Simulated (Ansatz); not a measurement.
Consider the formal exchange of groups at a C–Cl bond: `O=CC(F)(F)Cl` + SiH₄ → `O=CC(F)(F)[SiH3]` + HCl.

Isolated molecules relaxed with PBE0-D4/def2-TZVP in Ansatz; ΔE leaves out vibrations. CCSD(T)/CBS adds triple-zeta CCSD(T) − MP2 to the extrapolated MP2 energy (def2 sets, frozen cores). This one scheme is used for every species. Functionals use def2-TZVPP. B3LYP here is the variant with VWN-RPA as its local correlation; programs differ in this. One conformer a species, not always the lowest.

`O=CC(F)(F)Cl`:

Z-matrix (Å, degrees):
```
C
C 1 1.535
F 1 1.340 2 109.3
F 1 1.322 2 112.2 3 120.6
Cl 1 1.771 2 107.3 3 -118.2
O 2 1.189 1 122.6 3 -131.1
H 2 1.106 1 113.0 3 49.5
```

SiH₄:

```xyz
5

Si    0.000    0.000    0.000
H     1.441    0.358   -0.003
H    -0.566    0.214   -1.355
H    -0.720    0.854    0.978
H    -0.154   -1.427    0.381
```

`O=CC(F)(F)[SiH3]`:

Cartesian coordinates in Å:
```
O 1.219 0.513 1.954
C 0.435 -0.254 1.482
C 0.400 -0.594 -0.001
F -0.163 -1.836 -0.130
F 1.665 -0.662 -0.486
Si -0.620 0.680 -1.045
H -0.361 -0.750 2.074
H -1.972 0.778 -0.443
H -0.683 0.142 -2.422
H 0.082 1.982 -0.983
```

HCl:

Z-matrix (Å, degrees):
```
Cl
H 1 1.279
```

| level | ΔE (kJ/mol) |
| --- | --- |
| B3LYP-D4 | -27.8 |
| B2PLYP | -25.3 |
| PBE | -20.4 |
| CCSD(T)/def2-TZVPP | -27.0 |

Q: What does CCSD(T)/CBS give? (Estimate.)

A: Computed: -30.4 kJ/mol. The listed levels differ from it by 2.6, 5.1, 10.0, 3.4 kJ/mol.

Largest T1 diagnostic among the species: 0.014.
